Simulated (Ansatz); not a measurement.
Gas-phase electronic energies from Ansatz, PBE0-D4/def2-TZVP geometries. CCSD(T)/CBS is the MP2 limit (def2-TZVPP, def2-QZVPP) plus CCSD(T) − MP2 in def2-TZVPP, frozen cores. DFT in def2-TZVPP. B3LYP here is the variant with VWN-RPA as its local correlation; programs differ in this. def2 core potentials past Kr. For In outer-core shells are correlated without core-valence functions, which leaves a few kJ/mol of doubt a bond. Each species was taken in one conformer, which may not be the lowest.

`[SiH3][O][InH][Cl]` + `C=N[SiH](O)F` → `[SiH3][O][InH2]` + `C=N[Si](O)(F)Cl`  (redistribution)

(1) Is it downhill or uphill in electronic energy at CCSD(T)/CBS, and by how much? (An estimate is asked.)

(2) What do these levels give: LDA (SPW92), PBE-D4, r2SCAN-D4, B3LYP-D4, BLYP, PBE0, r2SCAN0, BHLYP, CAM-B3LYP, MP2/def2-SVP, CCSD(T)/def2-TZVPP, HF/def2-QZVPP? (Estimate.)

Largest T1 diagnostic among the species: 0.015.

Answers

(1) The calculation gave: Uphill: ΔE = +18.1 kJ/mol.

(2) Computed: LDA (SPW92) 1.5, PBE-D4 10.2, r2SCAN-D4 10.5, B3LYP-D4 14.4, BLYP 19.5, PBE0 13.2, r2SCAN0 11.7, BHLYP 20.1, CAM-B3LYP 15.5, MP2/def2-SVP 24.7, CCSD(T)/def2-TZVPP 15.2, HF/def2-QZVPP 28.1 kJ/mol.

At CCSD(T), def2-SVP lies +6.3 kJ/mol from the extrapolated value and def2-TZVPP −2.9 kJ/mol. The D4 term adds −4.1 kJ/mol with B3LYP and −2.0 kJ/mol with PBE0; it sums over pairs of atoms, weighted by their polarisabilities, and B3LYP, whose exchange is more repulsive, gets the larger term. In def2-TZVPP, CCSD(T) changes the Hartree–Fock value by −12.7 kJ/mol (the triples alone add −0.8 kJ/mol) and MP2 by −12.4 kJ/mol.
